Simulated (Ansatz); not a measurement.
`[SeH][SnH3]` + HI → `[SnH3][I]` + H₂Se  (ligand exchange at the Sn–Se bond)

Isolated molecules relaxed with PBE0-D4/def2-TZVP in Ansatz; ΔE leaves out vibrations. CBS: MP2 limit from def2 TZ/QZ plus the TZ coupled-cluster correction, frozen cores. Functionals use def2-TZVPP. def2 core potentials past Kr. For I, Se, Sn outer-core shells are correlated without core-valence functions, which leaves a few kJ/mol of doubt a bond. Scalar relativity is left out up to krypton.

```
      species  LDA (SPW92) energy (Eh)
`[SeH][SnH3]`              -2614.46052
           HI               -297.87458
  `[SnH3][I]`               -513.04446
         H₂Se              -2399.30262
```

**Question.** Work out ΔE.

**Answer.** ΔE = (-513.04446) + (-2399.30262) − (-2614.46052) − (-297.87458) = -0.01198 Eh = -31.5 kJ/mol. CCSD(T)/CBS gives -36.9 kJ/mol.

Largest T1 diagnostic among the species: 0.011.

In def2-TZVPP, CCSD(T) changes the Hartree–Fock value by +11.4 kJ/mol (the triples alone add +1.0 kJ/mol) and MP2 by +7.8 kJ/mol. From BLYP to BHLYP (50 % exact exchange), in def2-TZVPP and without D4, ΔE moves by −4.8 kJ/mol. Leaving LDA and LC-ωPBE aside and taking each functional with its dispersion term where it has one, the values, not all of them listed here, spread over 7.1 kJ/mol, from BHLYP-D4 to revPBE-D4.
